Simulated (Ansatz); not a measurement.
Frontier orbitals of `[CH3][SnH2][GeH3]`.

Charge 0, multiplicity 1. Correlated methods include outer-core shells of Ge, Sn, which these sets cover unevenly. Scalar relativity is left out up to krypton. Sn: def2 effective core potential. Geometry: relaxed with PBE0-D4/def2-TZVP. Basis def2-TZVPP, Ansatz.

| functional | HOMO (eV) | LUMO (eV) | gap (eV) |
| --- | --- | --- | --- |
| PBE | -6.62 | -0.74 | 5.88 |
| revPBE | -6.57 | -0.66 | 5.91 |
| PBE0 | -7.65 | 0.05 | 7.70 |
| r2SCAN0 | -7.82 | 0.27 | 8.09 |
| HSE06 (plane-wave form) | -7.27 | -0.31 | 6.96 |
| ωB97X-V | -9.82 | 1.80 | 11.62 |
| ωB97M-V | -9.65 | 1.44 | 11.09 |

A quarter of exact exchange (PBE0) shifts PBE's HOMO by −1.03 eV and its LUMO by +0.79 eV; full exchange at long range (ωB97M-V) shifts them by −3.03 and +2.18 eV. The gap opens from 5.88 to 11.09 eV, since occupied levels lose self-interaction and empty ones feel all the electrons. A positive LUMO is unbound and depends on the basis.
